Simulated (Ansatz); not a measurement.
Stepwise reaction of `[CH3][Sn]([OH])([OH])[Cl]` with hydrogen, as a gas-phase model of exchange steps in deposition or etching. ΔE in kJ/mol; ΔG adds harmonic PBE0-D4 terms to CCSD(T)/CBS, at 1 bar.

Program: Ansatz. Geometries: PBE0-D4/def2-TZVP. ΔE: electronic, gas phase. CBS: MP2 limit from def2 TZ/QZ plus the TZ coupled-cluster correction, frozen cores. This one scheme is used for every species. DFT in def2-TZVPP. B3LYP here is the variant with VWN-RPA as its local correlation; programs differ in this. Elements past krypton have def2 core potentials. For Sn outer-core shells are correlated without core-valence functions, which leaves a few kJ/mol of doubt a bond. Each species was taken in one conformer, which may not be the lowest.

```json
{"step": "1", "reaction": "`[CH3][Sn]([OH])([OH])[Cl]` + H₂ → `[CH3][SnH]([OH])[Cl]` + H₂O", "PBE-D4": "15.8", "B3LYP-D4": "15.5", "ωB97M-V": "12.5", "CCSD(T)/CBS": "15.5", "ΔG(600 K)": "14.3"}
```

Give the row of step 2, `[CH3][SnH]([OH])[Cl]` + H₂ → `[CH3][SnH2][Cl]` + H₂O. (Best estimate.)

The calculation gave: 
| step | reaction | PBE-D4 | B3LYP-D4 | ωB97M-V | CCSD(T)/CBS | ΔG(600 K) |
| --- | --- | --- | --- | --- | --- | --- |
| 2 | `[CH3][SnH]([OH])[Cl]` + H₂ → `[CH3][SnH2][Cl]` + H₂O | 12.3 | 12.4 | 8.8 | 12.5 | 13.7 |

By hand: ΔE of the 2 steps together at CCSD(T)/CBS.

(15.5) + (12.5) = 28.0 kJ/mol, or 14.0 kJ/mol a step.

In ΔE the steps differ by no more than 3.0 kJ/mol. All are uphill at CCSD(T)/CBS. ΔG lies between 13.7 and 14.3 kJ/mol a step. PBE-D4 differs from CCSD(T)/CBS by -0.2 to 0.3 kJ/mol a step. Only this route is followed, and other bonds may react first. Isolated molecules leave out the surface, adducts and barriers. Largest T1 diagnostic: 0.013.
